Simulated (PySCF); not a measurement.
**Mn(2+): ionisation energy**

Mn(2+) [Ar] 3d5 (6S) → Mn(3+) [Ar] 3d4 (5D), as a difference of total energies. Calculation: PySCF 2.14, in aug-cc-pVTZ; the non-relativistic Hamiltonian (point nucleus). Correlated levels: valence: [Ar] frozen. The calculations carry no spin-orbit coupling.

```tsv
method	ionisation energy (eV)	plus first-order spin-orbit estimate	difference from reference of that sum (eV)
UHF	32.588	32.517	-1.151
LDA	34.653	34.582	+0.914
PBE	34.257	34.186	+0.518
PBE0	34.084	34.013	+0.345
r2SCAN	34.112	34.041	+0.373
BLYP	34.026	33.955	+0.287
B3LYP	34.086	34.015	+0.347
PBEsol	34.310	34.239	+0.571
TPSSh	33.926	33.855	+0.187
MP2 (valence)	33.422	33.351	-0.317
SCS-MP2 (valence)	32.866	32.795	-0.873
```

Reference: 33.668 ± 0.012 eV (measured; NIST Atomic Spectra Database, ionization energies).

A first-order spin-orbit estimate (lowest level to lowest level, LS coupling) adds -0.071 eV.

These non-relativistic numbers lack the scalar-relativistic shift.

Errors of the correlated levels include the incompleteness of this basis and the frozen core.
